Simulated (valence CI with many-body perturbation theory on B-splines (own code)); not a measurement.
# Level structure of Os⁴⁺

Method: relativistic CI+MBPT: four valence electrons over a frozen Dirac-Fock core [Xe] 4f14, radial functions for each j: 7 s, 7 p, 8 d, 6 f, 4 g, 1 h, with the one-electron correlation potential Σ1 (screened to all orders), the two-electron term Σ2, the three-electron term Σ3, Breit, model QED; selected single and double excitations, second order for the rest, scaled by the run's own slope (own B-spline code, finite nucleus).

Against 56 measured levels this calculation errs by 798 cm⁻¹ on average and by 2333 at most. These come from a selection out of Palmeri et al., Atoms 14, 22 (2026). Levels without a partner in it may be off by more, other configurations by 1,000 to 8,000 cm⁻¹. Among the levels kept, up to 310 cm⁻¹ of a level comes from second order outside the variational space, and about a tenth of that is noise between levels of different J, which matters for small intervals.

Levels 136 to 180 of 196, with energies above the lowest level, 5d⁴ ⁵D_0. "Leading %" is the weight of the configuration and term that name the level; weights of strongly mixed levels are sums over their largest components and can fall short. In the jj column 3d3/2^4 stands for four electrons in 3d with j = 3/2.

| No. | Configuration | Term | J | E (cm⁻¹) | Leading % | Leading jj | g | Second component |
| --- | --- | --- | --- | --- | --- | --- | --- | --- |
| 136 | 5d²6s² | ³F | 4 | 184140 | 81 | 5d3/2 5d5/2 6s^2 (55 %) | 1.213 | 14 % 5d²6s² ¹G |
| 137 | 5d³6p | ³D° | 3 | 184750 | 23 | 5d3/2 5d5/2^2 6p3/2 (58 %) | 1.209 | 19 % 5d³6p ⁵P° |
| 138 | 5d³6p | ¹H° | 5 | 184940 | 44 | 5d3/2 5d5/2^2 6p3/2 (36 %) | 1.091 | 32 % 5d³6p ³G° |
| 139 | 5d³6p | ¹G° | 4 | 185230 | 25 | 5d3/2 5d5/2^2 6p3/2 (55 %) | 1.150 | 19 % 5d³6p ³F° |
| 140 | 5d³6p | ³G° | 3 | 185300 | 51 | 5d3/2 5d5/2^2 6p3/2 (51 %) | 0.908 | 14 % 5d³6p ³F° |
| 141 | 5d³6p | ³F° | 2 | 185330 | 56 | 5d3/2 5d5/2^2 6p3/2 (49 %) | 0.936 | 18 % 5d³6p ³D° |
| 142 | 5d³6p | ³D° | 1 | 185700 | 29 | 5d3/2 5d5/2^2 6p3/2 (74 %) | 1.376 | 25 % 5d³6p ³S° |
| 143 | 5d³6p | ⁵S° | 2 | 186280 | 49 | 5d3/2 5d5/2^2 6p3/2 (50 %) | 1.640 | 21 % 5d³6p ³P° |
| 144 | 5d³6p | ³P° | 0 | 186390 | 74 | 5d3/2 5d5/2^2 6p3/2 (75 %) |  | 14 % 5d³6p ¹S° |
| 145 | 5d²6s² | ¹D | 2 | 186810 | 45 | 5d3/2 5d5/2 6s^2 (87 %) | 1.195 | 42 % 5d²6s² ³P |
| 146 | 5d³6p | ³G° | 3 | 187310 | 30 | 5d3/2 5d5/2^2 6p3/2 (48 %) | 1.084 | 13 % 5d³6p ⁵D° |
| 147 | 5d³6p | ³D° | 2 | 187710 | 23 | 5d3/2 5d5/2^2 6p3/2 (73 %) | 1.160 | 17 % 5d³6p ¹D° |
| 148 | 5d³6p | ³H° | 6 | 188100 | 53 | 5d3/2 5d5/2^2 6p3/2 (82 %) | 1.105 | 28 % 5d³6p ³I° |
| 149 | 5d³6p | ³D° | 1 | 188860 | 55 | 5d3/2 5d5/2^2 6p3/2 (76 %) | 0.994 | 15 % 5d³6p ³S° |
| 150 | 5d²6s² | ³P | 1 | 189070 | 95 | 5d3/2 5d5/2 6s^2 (95 %) | 1.501 |  |
| 151 | 5d³6p | ³D° | 3 | 189620 | 64 | 5d3/2 5d5/2^2 6p3/2 (44 %) | 1.290 | 8 % 5d³6p ⁵P° |
| 152 | 5d³6p | ³I° | 7 | 190460 | 98 | 5d3/2 5d5/2^2 6p3/2 (98 %) | 1.143 |  |
| 153 | 5d³6p | ³D° | 2 | 191340 | 56 | 5d3/2 5d5/2^2 6p3/2 (82 %) | 1.214 | 14 % 5d³6p ³P° |
| 154 | 5d³6p | ¹H° | 5 | 191410 | 47 | 5d3/2 5d5/2^2 6p3/2 (68 %) | 1.070 | 31 % 5d³6p ³G° |
| 155 | 5d³6p | ³S° | 1 | 192000 | 29 | 5d3/2 5d5/2^2 6p3/2 (71 %) | 1.357 | 28 % 5d³6p ¹P° |
| 156 | 5d³6p | ³F° | 4 | 192510 | 78 | 5d3/2 5d5/2^2 6p3/2 (73 %) | 1.227 | 9 % 5d³6p ³G° |
| 157 | 5d³6p | ³G° | 4 | 194680 | 39 | 5d3/2 5d5/2^2 6p3/2 (84 %) | 1.102 | 22 % 5d³6p ¹G° |
| 158 | 5d³6p | ³D° | 3 | 194740 | 40 | 5d3/2 5d5/2^2 6p3/2 (32 %) | 1.120 | 13 % 5d³6p ³G° |
| 159 | 5d³6p | ³G° | 5 | 195010 | 53 | 5d5/2^3 6p3/2 (46 %) | 1.129 | 18 % 5d³6p ¹H° |
| 160 | 5d³6p | ³D° | 2 | 195330 | 31 | 5d5/2^3 6p3/2 (50 %) | 1.252 | 22 % 5d³6p ³P° |
| 161 | 5d³6p | ¹D° | 2 | 195560 | 53 | 5d3/2 5d5/2^2 6p3/2 (59 %) | 1.015 | 14 % 5d³6p ³F° |
| 162 | 5d³6p | ³H° | 6 | 195880 | 48 | 5d5/2^3 6p3/2 (58 %) | 1.100 | 36 % 5d³6p ¹I° |
| 163 | 5d³6p | ³D° | 3 | 196450 | 38 | 5d3/2 5d5/2^2 6p3/2 (37 %) | 1.105 | 20 % 5d³6p ¹F° |
| 164 | 5d²6s² | ¹G | 4 | 196870 | 81 | 5d5/2^2 6s^2 (55 %) | 1.037 | 14 % 5d²6s² ³F |
| 165 | 5d³6p | ³S° | 1 | 197080 | 46 | 5d3/2 5d5/2^2 6p3/2 (51 %) | 1.630 | 30 % 5d³6p ³P° |
| 166 | 5d³6p | ³F° | 4 | 197210 | 32 | 5d5/2^3 6p3/2 (70 %) | 1.094 | 21 % 5d³6p ¹G° |
| 167 | 5d³6p | ¹D° | 2 | 197430 | 40 | 5d3/2 5d5/2^2 6p1/2 (28 %) | 1.026 | 19 % 5d³6p ³F° |
| 168 | 5d³6p | ³P° | 0 | 197720 | 71 | 5d5/2^3 6p3/2 (72 %) |  | 20 % 5d³6p ¹S° |
| 169 | 5d³6p | ³D° | 3 | 198240 | 51 | 5d3/2 5d5/2^2 6p3/2 (56 %) | 1.179 | 20 % 5d³6p ³F° |
| 170 | 5d²6s² | ³P | 2 | 199500 | 52 | 5d5/2^2 6s^2 (93 %) | 1.266 | 40 % 5d²6s² ¹D |
| 171 | 5d³6p | ³G° | 5 | 200510 | 90 | 5d3/2 5d5/2^2 6p3/2 (80 %) | 1.189 | 4 % 5d³6p ¹H° |
| 172 | 5d³6p | ³F° | 4 | 200900 | 50 | 5d3/2 5d5/2^2 6p3/2 (50 %) | 1.151 | 39 % 5d³6p ³G° |
| 173 | 5d³6p | ¹F° | 3 | 201170 | 37 | 5d5/2^3 6p3/2 (57 %) | 1.074 | 20 % 5d³6p ³D° |
| 174 | 5d³6p | ³D° | 2 | 201260 | 66 | 5d3/2 5d5/2^2 6p3/2 (61 %) | 1.137 | 6 % 5d³6p ¹D° |
| 175 | 5d³6p | ³D° | 1 | 201610 | 70 | 5d5/2^3 6p3/2 (26 %) | 0.654 | 20 % 5d³6p ¹P° |
| 176 | 5d³6p | ¹G° | 4 | 202880 | 74 | 5d3/2 5d5/2^2 6p3/2 (67 %) | 1.036 | 12 % 5d³6p ³F° |
| 177 | 5d³6p | ¹P° | 1 | 203490 | 39 | 5d5/2^3 6p3/2 (49 %) | 1.050 | 29 % 5d³6p ³D° |
| 178 | 5d³6p | ¹F° | 3 | 203590 | 50 | 5d3/2 5d5/2^2 6p3/2 (67 %) | 1.088 | 24 % 5d³6p ³D° |
| 179 | 5d³6p | ³D° | 2 | 205230 | 36 | 5d5/2^3 6p1/2 (31 %) | 1.078 | 29 % 5d³6p ³F° |
| 180 | 5d³6p | ³D° | 1 | 206160 | 63 | 5d3/2 5d5/2^2 6p1/2 (29 %) | 0.790 | 17 % 5d³6p ³P° |

Names give the largest LS component (configuration and term), which can be under half, so a name can repeat, a term be missing and a line seem to break the LS rules; names also repeat where a configuration has a term twice.

Where two levels of one J and parity lie close, their mixing, g and order are uncertain.
